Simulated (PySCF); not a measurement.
H9PSi3. Atoms are numbered in the order given.

```xyz
13

Si     0.1955     1.9498     0.2244
P      0.0000     0.0000    -0.9006
Si     1.5908    -1.1442     0.2244
Si    -1.7863    -0.8056     0.2244
H      1.4828     2.5908    -0.1780
H      0.1824     1.7722     1.7106
H     -0.9445     2.8299    -0.1707
H      2.9230    -0.5970    -0.1707
H      1.5023    -2.5796    -0.1780
H      1.4436    -1.0440     1.7106
H     -1.9785    -2.2329    -0.1707
H     -2.9851    -0.0112    -0.1780
H     -1.6260    -0.7282     1.7106
```

The structure is a stationary point at PBE0-D3(BJ)/def2-SVP.

Vertical ionisation energy (IE) and electron affinity (EA) in eV. Rows of orbital energies are one-electron estimates. Where ΔSCF, EOM or ADC give a negative EA the extra electron is unbound and the value depends on the basis.

```tsv
level	IE	EA
−ε(HOMO), −ε(LUMO), HF/def2-TZVP (PySCF)	___	___
−ε(HOMO), −ε(LUMO), PBE/def2-TZVP (PySCF)	6.34	1.05
```

What belongs in the gaps? (The exact figures need the calculation; the answer reports its results.)


- −ε(HOMO), −ε(LUMO), HF/def2-TZVP (PySCF), IE: 9.71
- −ε(HOMO), −ε(LUMO), HF/def2-TZVP (PySCF), EA: -2.81
